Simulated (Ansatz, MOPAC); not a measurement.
Species: CH$_{4}$Al, charge 0, multiplicity 2. SMILES: [CH3][AlH]

Atoms: Al1, C2, H3, H4, H5, H6. Bonds: Al1-C2, Al1-H6, C2-H3, C2-H4, C2-H5.

Bond lengths (Å) and angles (degrees) optimised at MNDO with MOPAC; PBE/6-31G* with Ansatz (a quantum-chemistry and plane-wave program); B3LYP/LANL2DZ with Ansatz, each started from the B3LYP-D3(BJ)/def2-TZVP structure (Ansatz) of the last column. A row stands for all coordinates that are equal there. 6-31G* holds six Cartesian d functions. No wavenumbers were computed at MNDO, PBE/6-31G*, B3LYP/LANL2DZ, so these may be saddle points.

| coordinate | MNDO | PBE/6-31G* | B3LYP/LANL2DZ | B3LYP-D3(BJ)/def2-TZVP |
|---|---|---|---|---|
| Al1-C2 | 1.814 | 1.988 | 1.996 | 1.973 |
| Al1-H6 | 1.410 | 1.632 | 1.633 | 1.607 |
| C2-H3 | 1.110 | 1.107 | 1.102 | 1.096 |
| C2-H5 | 1.108 | 1.101 | 1.096 | 1.090 |
| C2-Al1-H6 | 121.3 | 117.3 | 117.7 | 117.2 |
| Al1-C2-H3 | 110.8 | 109.5 | 110.1 | 109.2 |
| Al1-C2-H5 | 113.2 | 114.2 | 113.4 | 114.4 |
| H3-C2-H4 | 107.4 | 106.9 | 106.9 | 107.0 |
| H3-C2-H5 | 107.2 | 108.3 | 108.1 | 108.3 |

Mean signed difference of all 5 bond lengths from B3LYP-D3(BJ)/def2-TZVP: MNDO -0.062 Å, PBE/6-31G* 0.015 Å, B3LYP/LANL2DZ 0.014 Å.
